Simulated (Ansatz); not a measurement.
Mulliken charges of `N[SiH](N)F` from ωB97M-V/def2-TZVPP in Ansatz (PBE0-D4/def2-TZVP geometry).

```
atom   x (Å)   y (Å)   z (Å)  charge (e)
  N1  -0.745   1.091  -0.554      -0.371
 Si2   0.361  -0.188  -0.387       0.685
  N3   0.244  -0.772   1.199      -0.373
  F4  -0.057  -1.207  -1.552      -0.328
  H5  -1.091   1.363  -1.458       0.120
  H6  -0.772   1.847   0.109       0.118
  H7   1.800   0.074  -0.624      -0.090
  H8   0.995  -1.290   1.623       0.117
  H9  -0.646  -0.965   1.629       0.124
```

Question: By hand: the dipole of these point charges (1 e Å = 4.8032 D).

Answer: Σ q r = (0.104, 0.255, 0.288) e Å, of length 0.398 e Å = 1.91 D.

Question: How does the dipole of the full density compare? (An estimate is asked.)

Answer: The calculation gave: (-0.059, 0.227, 0.329) e Å, 1.94 D; the point charges give 0.98 times that, at 25° from its direction.

Point charges leave out the atoms' own dipoles, such as those of lone pairs, and Mulliken's split depends on the basis, so the two needn't agree.
